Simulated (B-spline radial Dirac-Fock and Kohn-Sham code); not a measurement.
# Two-hole binding energies of O²⁻

System: oxygen as O²⁻ in the configuration [He] 2s2 2p6, inside a Watson sphere of charge +2 and radius 1.207 Å (a model of the Madelung potential; inside it an electron's potential energy is lowered by 23.9 eV).

Calculated with a radial B-spline solver, using Dirac-Fock (average of configuration) total-energy differences with a finite nucleus, the Breit interaction including its frequency dependence, and self-energy and vacuum-polarisation corrections. U is the two-hole binding energy less the two single-hole energies, the effective repulsion of the holes after relaxation. Each two-hole energy is an average over J within one jj subconfiguration.

```
          holes  E(a) (eV)  E(b) (eV)  E(ab) (eV)  U (eV)
           1s⁻²      535.1      535.1      1160.4    90.2
   1s⁻¹ 2p1/2⁻¹      535.1       9.70       559.4    14.6
   1s⁻¹ 2p3/2⁻¹      535.1       9.68       559.4    14.6
           2s⁻²      28.63      28.63       72.42    15.2
   2s⁻¹ 2p1/2⁻¹      28.63       9.70       50.36    12.0
   2s⁻¹ 2p3/2⁻¹      28.63       9.68       50.33    12.0
        2p1/2⁻²       9.70       9.70       32.77    13.4
        2p3/2⁻²       9.68       9.68           ?       ?
2p1/2⁻¹ 2p3/2⁻¹       9.70       9.68       31.81    12.4
```

**Question.** Give the missing two-hole energy and U.

**Answer.** E(ab) = 32.09 eV and U = 12.7 eV.
